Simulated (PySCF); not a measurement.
C2H6F2Si.

```xyz
11

Si     0.6381    -0.4142     0.0000
F      1.0215     0.4808     1.2954
F      1.0215     0.4808    -1.2954
C     -1.1852    -0.7382     0.0000
C     -2.0248     0.5458     0.0000
H      1.5025    -1.6182     0.0000
H     -1.4206    -1.3639    -0.8809
H     -1.4206    -1.3639     0.8809
H     -3.1031     0.3232     0.0000
H     -1.8092     1.1610    -0.8877
H     -1.8092     1.1610     0.8877
```
Charge 0, spin multiplicity 1.

Geometry optimised at r2SCAN-D4/def2-SVP. The values are those of a single conformer.

The numbers are results of PBE0/pcSseg-1 (PySCF), not measurements. Non-relativistic, no solvent.

Computed absolute GIAO shielding of each atom: isotropic value and principal components (ppm):
| atom | σ(iso) | σ11 | σ22 | σ33 | span |
|---|---|---|---|---|---|
| Si1 | 351.5 | 308.4 | 338.5 | 407.8 | 99.4 |
| F2 | 334.3 | 242.6 | 362.5 | 397.8 | 155.2 |
| F3 | 334.3 | 242.6 | 362.5 | 397.8 | 155.2 |
| C4 | 174.0 | 165.3 | 172.8 | 183.8 | 18.5 |
| C5 | 178.6 | 174.2 | 174.9 | 186.7 | 12.6 |
| H6 | 26.3 | 23.1 | 23.2 | 32.5 | 9.4 |
| H7 | 30.6 | 26.7 | 28.3 | 36.8 | 10.1 |
| H8 | 30.6 | 26.7 | 28.3 | 36.8 | 10.1 |
| H9 | 30.1 | 25.0 | 27.6 | 37.7 | 12.7 |
| H10 | 30.1 | 25.2 | 28.8 | 36.2 | 11.0 |
| H11 | 30.1 | 25.2 | 28.8 | 36.2 | 11.0 |
